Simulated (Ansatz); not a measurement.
A nudged elastic band was laid between two geometries of ClFH2Si + H4OSi (11 atoms, charge 0, multiplicity 1).

Method: RKS r2SCAN/def2-SVP in Ansatz.

* movable images: 7
* climbing image: yes
* spring: 5.0 eV/Å²
* optimiser: quadratic models (default)
* start path: through a guess of the saddle point
* force threshold: 0.03 eV/Å
* iteration limit: 60
* end points: relaxed

First end point:

```xyz
11
Properties=species:S:1:pos:R:3
Si 0.583 0.171 -0.032
Cl 0.418 -0.526 1.913
H 2.036 0.259 -0.313
F -0.010 1.670 -0.104
H -0.124 -0.731 -0.965
O -2.385 0.052 0.565
Si -3.552 -1.063 0.122
H -3.105 -2.470 0.364
H -4.828 -0.847 0.871
H -3.782 -0.855 -1.331
H -2.114 0.062 1.493
```

Last end point:

```xyz
11
Properties=species:S:1:pos:R:3
Si -0.160 0.058 -0.574
Cl -0.945 -0.395 3.398
H 0.886 0.426 0.404
F -0.457 1.329 -1.533
H 0.193 -1.088 -1.448
O -1.537 -0.286 0.288
Si -3.088 -0.897 0.026
H -2.982 -2.272 -0.538
H -3.761 -0.921 1.350
H -3.815 -0.013 -0.926
H -1.196 -0.219 2.134
```

**Question.** Which bonds break or form, and what moves?

**Answer.** Bonds broken: Si1–Cl2, O6–H11. Bonds formed: Si1–O6, Cl2–H11. ClFH2Si + H4OSi becomes ClH + FH5OSi2.

**Question.** Give the energies along the band, and the barrier.

**Answer.** The forces met the threshold. The highest image is number 4 of 0 to 8, 0.38 eV above the first end and 0.60 eV above the last; the last end lies 0.22 eV below the first. A structure lower than the first end lies on the path between it and the top, so the climb from that side starts below the end, which may itself be a saddle point or a shallow side well. A structure lower than the last end lies on the path between it and the top, so the climb from that side starts below the end, which may itself be a saddle point or a shallow side well. A vibrational analysis at the climbing image gives one clearly imaginary mode, 272i cm⁻¹: a first-order saddle point. The orbitals stay closed-shell, which can raise the energy where a bond breaks towards radicals; this wasn't checked here.

```
image  path coordinate (Å)  energy (eV)  Si1–Cl2 (Å)  O6–H11 (Å)  Si1–O6 (Å)
    0                 0.00         0.00         2.07        0.97        3.03
    1                 1.83        -0.01         2.07        0.97        2.94
    2                 3.66        -0.02         2.07        0.97        2.97
    3                 5.49         0.15         2.11        0.97        2.43
    4                 7.32         0.38         2.53        1.10        1.79
    5                 8.51        -0.23         3.52        1.91        1.67
    6                 9.71        -0.23         3.69        1.91        1.66
    7                10.90        -0.23         3.88        1.92        1.66
    8                12.10        -0.22         4.07        1.88        1.66
```

**Question.** What is the geometry of the highest image?

**Answer.** 
```xyz
11
Properties=species:S:1:pos:R:3
Si -0.117 -0.137 -0.050
Cl 0.210 -0.310 2.454
H 0.378 1.246 0.063
F -0.849 -0.119 -1.541
H 0.773 -1.306 -0.164
O -1.710 -0.451 0.714
Si -3.257 -0.640 -0.042
H -3.198 -1.807 -0.953
H -4.172 -0.887 1.101
H -3.595 0.619 -0.747
H -1.325 -0.485 1.746
```

Time of the run: 8.1 min on 4 threads of Arm Neoverse V2, with other jobs on the host, peak memory 0.19 GiB.
